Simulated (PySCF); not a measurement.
GeH3F, SMILES [F][GeH3]. Atoms are numbered in the order given.

```xyz
5

Ge     0.0000     0.0000    -0.3271
F      0.0000     0.0000     1.4149
H      1.2747    -0.7360    -0.7559
H      0.0000     1.4719    -0.7559
H     -1.2747    -0.7360    -0.7559
```

Coordinates come from a PBE0-D3(BJ)/def2-TZVP optimisation.

The numbers are results of M06-2X/def2-TZVPD run with PySCF, not measurements.

Symmetry labels are those of the subgroup Cs that the program uses (full group C3v).

Computed valence orbital energies around the gap with their symmetry:
```tsv
orbital	symmetry	energy (eV)
HOMO−7	A"	-38.79
HOMO−6	A'	-34.75
HOMO−5	A'	-17.55
HOMO−4	A"	-13.83
HOMO−3	A'	-13.83
HOMO−2	A'	-13.74
HOMO−1	A"	-11.06
HOMO	A'	-11.06
LUMO	A'	0.29
LUMO+1	A'	0.64
LUMO+2	A'	1.60
LUMO+3	A"	1.60
```
